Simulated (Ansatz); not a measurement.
Species: PtH, net charge 0, doublet state. The spin state was set by rule; other spins were not relaxed. 
Structure (B3LYP-D3(BJ)/def2-TZVP (Ansatz, a quantum-chemistry and plane-wave program) minimum search):
```
Pt
H 1 1.5316
```
Charge 0, spin multiplicity 2.

Quantity: atomisation energy (electronic, to ground-state atoms), in kcal/mol. Valence correlation only, unless marked. UHF or UKS for open shells. Spin-orbit coupling is left out. Frozen are the shells of the preceding noble gas and the d and f shells that filled before the atom's block. In def2 rows, elements after Kr have scalar-relativistic effective core potentials. 

```
level                            program  atomisation energy (kcal/mol)
------------------------  --------------  -----------------------------
RI-HF/def2-TZVPP                  Ansatz                           45.0
RI-HF/def2-TZVPPD                 Ansatz                           45.0
B97M-V/def2-TZVPD                 Ansatz                           79.3
PBE0-D3(BJ)/def2-TZVP     Ansatz + dftd3                           78.8
LC-wPBE-D4/def2-TZVPD     Ansatz + dftd4                           77.1
B2PLYP-D3(BJ)/def2-TZVPD  Ansatz + dftd3                           78.9
RI-MP2/def2-TZVPPD                Ansatz                           75.6
SCS-MP2/def2-SVPD                 Ansatz                           75.9
CCSD(T)/def2-TZVPPD               Ansatz                           80.1
```

The Hartree-Fock reference is unstable (checked in the largest basis), which strains HF and MP2.
